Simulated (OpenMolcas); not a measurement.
**Cu3+ in Cs2NaYCl6**

Cu3+ with its 6 nearest chloride ions at 2.412 Å, on the Y site of Cs2NaYCl6 (a = 10.7396 Å, distance in the model lattice 2.619 Å). The rest of the host is ab initio model potentials to 7.6 Å, with orthogonalisation functions on the cations behind the ligands, and point charges beyond; the distance is set by hand and nothing relaxes. Ligand basis ANO-RCC-VDZP.

```yaml
Program: OpenMolcas 26.06
Method: CASSCF
Basis: ANO-RCC-VDZP [5s4p2d1f]
Scalar_Hamiltonian: DKH2, point nucleus
Active_space: 8 electrons in 5 orbitals (3d)
State_averaging: 2S+1 = 3 even, 10 roots; 2S+1 = 1 even, 15 roots
Spin-orbit_coupling: RASSI with atomic mean-field integrals over the reference wave functions
```

The lowest spin-free states (labels of O, the rotations of Oh), above the lowest:

```csv
State,Degeneracy,E (cm-1)
3A2,1,0.0
3T2,3,3992
1E,2,10519
3T1,3,11086
2S+1 = 1,3,18798
2S+1 = 1,1,18901
2S+1 = 1,3,23303
3T1,3,25317
2S+1 = 1,3,36652
1E,2,36862
2S+1 = 1,1,58555
```

The lowest levels with spin-orbit coupling:

```json
{"E (cm-1)": "0.0", "Degeneracy": "3", "2S+1": "3"}
{"E (cm-1)": "3772", "Degeneracy": "2", "2S+1": "3"}
{"E (cm-1)": "3945", "Degeneracy": "3", "2S+1": "3"}
{"E (cm-1)": "4615", "Degeneracy": "3", "2S+1": "3"}
{"E (cm-1)": "4690", "Degeneracy": "1", "2S+1": "3"}
{"E (cm-1)": "10324", "Degeneracy": "2", "2S+1": "1 (74 %)"}
{"E (cm-1)": "10487", "Degeneracy": "1", "2S+1": "3"}
{"E (cm-1)": "11023", "Degeneracy": "3", "2S+1": "3"}
{"E (cm-1)": "11755", "Degeneracy": "3", "2S+1": "3"}
{"E (cm-1)": "12344", "Degeneracy": "2", "2S+1": "3 (75 %)"}
{"E (cm-1)": "18922", "Degeneracy": "3", "2S+1": "1"}
{"E (cm-1)": "19232", "Degeneracy": "1", "2S+1": "1"}
{"E (cm-1)": "23579", "Degeneracy": "3", "2S+1": "1"}
{"E (cm-1)": "25475", "Degeneracy": "2", "2S+1": "3"}
{"E (cm-1)": "25594", "Degeneracy": "3", "2S+1": "3"}
{"E (cm-1)": "25749", "Degeneracy": "3", "2S+1": "3"}
{"E (cm-1)": "25849", "Degeneracy": "1", "2S+1": "3"}
{"E (cm-1)": "36953", "Degeneracy": "3", "2S+1": "1"}
{"E (cm-1)": "37158", "Degeneracy": "2", "2S+1": "1"}
{"E (cm-1)": "58890", "Degeneracy": "1", "2S+1": "1"}
```

Powder χT (cm3 K/mol): 1.46 at 2 K, 1.47 at 10 K, 1.48 at 50 K, 1.49 at 100 K, 1.52 at 200 K, 1.54 at 300 K. The effective moment at 300 K is 2.828 √(χT) = 3.51 μB.

The lowest level has 2S+1 = 3, for which the spin-only value is χT = S(S+1) / 2 = 1.000 cm3 K/mol (g = 2). The computed 1.543 at 300 K differs by +0.543, through orbital momentum, spin-orbit coupling and any other state in reach.

Metal share of the active 3d orbitals (Löwdin): 67, 67, 95, 95, 95 %; Mulliken charge of the metal 0.58.

Without dynamic correlation the repulsion within the d shell is too large (B by tens of per cent), so at a given field states of lower spin stand too high. The least metal-like active orbital is 67 % on the metal (Löwdin) and no ligand orbital is active, so the numbers are rough. Ligand-to-metal charge-transfer states are missing. With no ligand orbital active B as a rule stays too high, so bands that hang on it stand too high and its fall with covalency is understated. With metal d orbitals alone and no dynamic correlation the field as a rule comes out too small, by tens of per cent, by up to half for chloride and softer ligands, and the orbital part of g and χT, which goes as 1/10Dq, too large. No measured value stands beside these numbers; the geometry was set by hand and not optimised.

The RASSCF and RASSI steps took 36 s on 1 thread of Arm Neoverse V2, with other jobs on the host; the integral step is not counted.
